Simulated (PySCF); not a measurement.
Dipole moment and polarisability of `[SiH3]C1C=CPC=C1`

C₅H₉PSi.
Cartesian coordinates in Å at the GFN2-xTB level; atoms count from 1:
```
atom  x, y, z in Å
Si1    1.8906   -0.1334   -0.9163
C2     0.7172   -0.3947    0.5883
C3    -0.3727   -1.3335    0.2012
C4    -1.5014   -0.9551   -0.3864
P5    -1.7976    0.7666   -0.8681
C6    -0.8893    1.5026    0.5170
C7     0.1896    0.9258    1.0325
H8     1.1173    0.4586   -2.0040
H9     2.9716    0.7539   -0.4833
H10    2.4245   -1.4436   -1.2922
H11    1.3022   -0.8384    1.3989
H12   -0.2064   -2.3756    0.4427
H13   -2.2701   -1.6676   -0.6528
H14   -3.0761    0.8726   -0.2893
H15   -1.2418    2.4636    0.8662
H16    0.7349    1.4071    1.8344
```

Level: CAM-B3LYP/def2-SVPD (PySCF), static field, nuclei fixed, core orbitals frozen in the response. The polarisability tensor in these axes (au):

```
x   126.70 -10.09   8.06
y   -10.09 100.35   0.62
z     8.06   0.62  90.93
```

Give the principal values, the mean and the anisotropy Δα = √{½[(α1 − α2)² + (α2 − α3)² + (α1 − α3)²]}.

Principal values 88.42, 98.07 and 131.49 au; mean 105.99 au = 15.71 Å³ = 17.48 × 10⁻⁴⁰ C²·m²/J; Δα = 39.15 au (37 % of the mean).

What is the dipole moment, and where does it point?

(0.33, -0.50, 1.14) D, 1.29 D in size, pointing from the negative to the positive side. Measured along this direction, the outermost atoms are H8 at the negative end and H11 at the positive end.

Orientational against electronic polarisability at 350 K (dilute gas, rigid molecules)?

In Gaussian units μ²/3kT = 11.41 Å³ against 15.71 Å³, a ratio of 0.73; the Debye molar polarisation (4π/3)N_A(α + μ²/3kT) is 68.4 cm³/mol, leaving out the vibrational part.

Sum over states: ᾱ = Σ f/ω², ω in Eh. What share falls to these 8 lowest TDDFT singlets (eV, f)? 4.99, 0.0057; 5.57, 0.1146; 5.77, 0.0941; 6.21, 0.0136; 6.63, 0.0477; 6.75, 0.0007; 6.88, 0.0231; 6.94, 0.0000.

They add up to 6.43 au, 6.1 % of the 105.99 au; the largest single term is 2.74 au, from the state at 5.57 eV. Terms in order: 0.17, 2.74, 2.09, 0.26, 0.80, 0.01, 0.36, 0.00 au. Higher excitations give the rest. The strengths listed sum to 0.299.

Refractivity n − 1 of an ideal gas of it at 298.15 K and 1 atm, from the electronic α?

N = p/kT = 2.4615 × 10¹⁹ cm⁻³, so n − 1 = 2π × N × 15.71 × 10⁻²⁴ cm³ = 2429 × 10⁻⁶ at long wavelengths, for an ideal gas.

Geometry: GFN2-xTB, one conformer, isolated molecule.
